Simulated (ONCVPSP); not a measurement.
**How hard is this V (Z = 23) ONCV potential?**

V, optimised norm-conserving Vanderbilt (ONCV), made with ONCVPSP 4.0.1 (PBE, fully relativistic). Core [Ar], reference 3d3.5 4s1.5. Waves: 4s: rc 2.50 bohr, ncon 3, nbas 8, qcut 2.5 1/bohr, 2 projectors, debl 3.9 Ha; p scattering state at 0.45 Ha: rc 2.65 bohr, ncon 3, nbas 6, qcut 3.5 1/bohr, 1 projector; 3d: rc 1.15 bohr, ncon 4, nbas 8, qcut 9.4 1/bohr, 3 projectors, debl 1.3 Ha. Local part: polynomial inside 0.90 bohr (lpopt 5, dvloc0 0 Ha). Core correction: none.

Open shells are filled in proportion to 2j + 1.

In the p channel the program set the typed energies aside and used 0.050 Ha (j = l + 1/2; the other j can differ).

For each optimised wave give the share of its norm inside rc, the residual kinetic energy above qcut (Ha) and the cutoffs (Ha) for errors of 10, 1, 0.1 and 0.01 mHa per electron.

```
               wave  norm inside rc  residual KE  10 mHa  1 mHa  0.1 mHa     0.01 mHa
                 4s           0.244      4.4e-04     1.5    2.7      8.3         30.3
      s projector 2           0.154      2.9e-01    27.8   48.1     88.9  not reached
p projector 1 j=3/2           0.258      3.9e-06     0.9    2.5      3.8          5.3
p projector 1 j=1/2           0.262      2.8e-06     0.9    2.5      3.9          5.3
           3d j=5/2           0.419      2.6e-03    38.0   69.5    171.3        223.7
d projector 2 j=5/2           0.154      2.7e-03    38.4   48.7    107.6        177.2
d projector 3 j=5/2           0.081      4.2e-03    40.1   50.3    118.1        245.6
           3d j=3/2           0.422      2.7e-03    38.0   70.0    171.0        223.9
d projector 2 j=3/2           0.154      2.7e-03    38.5   48.8    107.8        177.3
d projector 3 j=3/2           0.081      4.2e-03    40.2   50.3    118.6        246.2
```

The occupied waves need 70 Ha and 171 Ha for 1 and 0.1 mHa. Note: ghosts flagged at negative energy: s at -36.7 eV, p3/2 at -45.6 eV, d5/2 at -11.7 eV, p1/2 at -44.9 eV, d3/2 at -6.1 eV; GHOST(+) flagged for s at 131.8 eV. A true bound ghost makes a file unfit for plane-wave use. 4 of 4 tests not solved or not reliable.
